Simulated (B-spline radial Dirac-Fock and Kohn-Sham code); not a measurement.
The M5-N45N45 Auger spectrum of Hf⁴⁺

System: Hf⁴⁺, configuration 1s2 2s2 2p6 3s2 3p6 3d10 4s2 4p6 4d10 4f14 5s2 5p6.

Input of the calculation (task.json; shells as n, l, electrons):

```json
{"items": [{
  "Z": 72,
  "q": 4,
  "cfg": [[1, 0, 2], [2, 0, 2], [2, 1, 6], [3, 0, 2], [3, 1, 6], [3, 2, 10], [4, 0, 2], [4, 1, 6], [4, 2, 10], [4, 3, 14], [5, 0, 2], [5, 1, 6]],
  "A": 180,
  "rrms": 5.347,
  "do": ["binding", "quiet", "double"]
}]}
```

Run with: `python xray_run.py task.json out`

These are calculated numbers from a radial finite-basis atomic code; the model is ΔSCF Dirac-Fock with Breit, self-energy and vacuum polarisation, finite nucleus, configuration average. The two-hole levels come from diagonalising the Coulomb interaction among the jj configurations; intensities are independent-particle Coulomb rates. Kinetic energies are from the vacuum level. Correlation and solid-state effects are left out.

```csv
kinetic energy (eV),J,leading jj holes (weight),leading LS term (weight),intensity (%)
1123.9,0,N4N4 (0.94),¹S0 (0.65),0.8
1132.5,2,N4N4 (0.96),³F2 (0.49),1.1
1139.7,4,N4N5 (0.97),¹G4 (0.91),22.3
1140.4,1,N4N5 (1.00),³P1 (1.00),6.2
1142.0,2,N4N5 (0.96),³P2 (0.51),9.4
1145.0,3,N4N5 (1.00),³F3 (1.00),10.3
1146.2,0,N5N5 (0.94),³P0 (0.65),5.0
1152.0,2,N5N5 (0.99),¹D2 (0.50),18.9
1155.0,4,N5N5 (0.97),³F4 (0.91),26.1
```

The strongest line, by its leading LS label ³F4, lies at 1155.0 eV. The mean weight of the leading component is 0.97 in jj and 0.74 in LS coupling, so jj labels describe these levels better.
